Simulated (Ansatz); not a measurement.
CH₆ClOSbSi, SMILES `C[O][Sb]([SiH3])[Cl]`. Total charge 0; spin multiplicity 1. Sb: def2 effective core potential.

```xyz
11

C    -1.487    0.476   -1.663
O    -0.903    0.155   -0.420
Sb    0.561   -1.147   -0.376
Si    1.056   -0.456    2.073
Cl    2.289    0.252   -1.208
H    -2.410    1.027   -1.465
H    -1.740   -0.415   -2.252
H    -0.825    1.112   -2.262
H     2.370   -1.029    2.466
H     1.088    1.024    2.137
H     0.001   -0.998    2.970
```

Q: What are the harmonic wavenumbers in cm⁻¹ at PBE0-D4/def2-TZVP (Ansatz, finite differences of forces, unscaled)? (Estimate.)

A: Ansatz gave: 62, 77, 92, 100, 108, 194, 247, 305, 346, 476, 479, 563, 839, 927, 932, 1098, 1174, 1191, 1470, 1485, 1499, 2216, 2233, 2255, 2999, 3066, 3108.

Q: Is this a minimum?

A: Yes, all 27 modes are real.

Q: Give the ideal-gas thermochemistry at 298.15 K and 1 bar (rigid rotor, harmonic oscillator; point group C1, symmetry number 1).

A: Zero-point energy 176.7 kJ/mol; H(298) − E = 203.8 kJ/mol; entropy 414.4 J/(mol·K), of which translation 176.1, rotation 122.0, vibration 116.3; G(298) − E = 80.2 kJ/mol. Modes under 100 cm⁻¹ are hindered rotations or soft bends, so the harmonic entropy is rough.

Q: And at 400, 500, 600, 800 and 1000 K?

A: 
```json
{"T (K)": "400", "H − E (kJ/mol)": "217.8", "S (J/mol/K)": "454.8", "G − E (kJ/mol)": "35.9"}
{"T (K)": "500", "H − E (kJ/mol)": "233.2", "S (J/mol/K)": "489.1", "G − E (kJ/mol)": "-11.3"}
{"T (K)": "600", "H − E (kJ/mol)": "249.9", "S (J/mol/K)": "519.5", "G − E (kJ/mol)": "-61.8"}
{"T (K)": "800", "H − E (kJ/mol)": "286.7", "S (J/mol/K)": "572.3", "G − E (kJ/mol)": "-171.1"}
{"T (K)": "1000", "H − E (kJ/mol)": "326.9", "S (J/mol/K)": "617.0", "G − E (kJ/mol)": "-290.2"}
```

Q: Rotational constants (cm⁻¹)?

A: 0.05865, 0.04796, 0.03604.
